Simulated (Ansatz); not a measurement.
`O[Si]([SiH3])(S)Cl` + H₂S → `O[Si](S)(S)Cl` + SiH₄  (cleavage of the Si–Si bond)

Calculated with Ansatz (gas phase, PBE0-D4/def2-TZVP geometries, no zero-point term in ΔE). CCSD(T)/CBS is the MP2 limit (def2-TZVPP, def2-QZVPP) plus CCSD(T) − MP2 in def2-TZVPP, frozen cores. This one scheme is used for every species. Functionals use def2-TZVPP. HSE06 is defined as in plane-wave codes. Each species was taken in one conformer, which may not be the lowest.

`O[Si]([SiH3])(S)Cl`:

Z-matrix (Å, degrees):
```
Si
Si 1 2.331
S 1 2.138 2 114.0
O 1 1.634 2 108.0 3 119.4
Cl 1 2.067 2 108.4 3 -119.9
H 2 1.486 1 110.5 3 178.8
H 2 1.486 1 107.8 3 59.0
H 2 1.486 1 109.5 3 -60.0
H 3 1.343 1 93.8 2 -84.0
H 4 0.961 1 118.0 2 -177.4
```

H₂S:

```xyz
3

S     0.103    0.028    0.610
H     0.533   -0.782   -0.369
H    -0.636    0.754   -0.241
```

`O[Si](S)(S)Cl`:

```xyz
8

O     1.562   -0.075    0.714
Si    0.113    0.312    0.083
S     0.445    0.054   -1.986
S    -1.513   -0.816    0.847
Cl   -0.406    2.232    0.586
H     1.669    0.008    1.664
H    -0.849    0.261   -2.283
H    -1.021   -1.977    0.375
```

SiH₄:

Z-matrix (Å, degrees):
```
Si
H 1 1.485
H 1 1.485 2 109.5
H 1 1.485 2 109.5 3 -120.0
H 1 1.485 2 109.5 3 120.0
```

Q: Is it downhill or uphill in electronic energy at CCSD(T)/CBS, and by how much? (Best estimate.)

A: Computed: Downhill: ΔE = -65.4 kJ/mol.

Q: What do these levels give: HSE06-D4, revPBE, LC-ωPBE, SCS-MP2/def2-QZVPP, HF/CBS(def2), MP2/CBS(def2)? (An estimate is asked.)

A: The calculation gave: HSE06-D4 -60.1, revPBE -54.7, LC-ωPBE -63.3, SCS-MP2/def2-QZVPP -72.6, HF/CBS(def2) -70.1, MP2/CBS(def2) -75.3 kJ/mol.

Q: What do rigid-rotor, harmonic-oscillator terms from PBE0-D4/def2-TZVP frequencies (298.15 K, 1 bar) make of the CCSD(T)/CBS value? (Best estimate.)

A: Ansatz gave: ΔZPE = +2.4 kJ/mol, ΔH = -65.2 kJ/mol, ΔS = -21 J/(mol·K), ΔG = -58.8 kJ/mol.

Largest T1 diagnostic among the species: 0.012.

Leaving LDA and LC-ωPBE aside and taking each functional with its dispersion term where it has one, the values, not all of them listed here, spread over 13.8 kJ/mol, from ωB97M-V to PBE-D4. From BLYP to BHLYP (50 % exact exchange), in def2-TZVPP and without D4, ΔE moves by −8.5 kJ/mol.
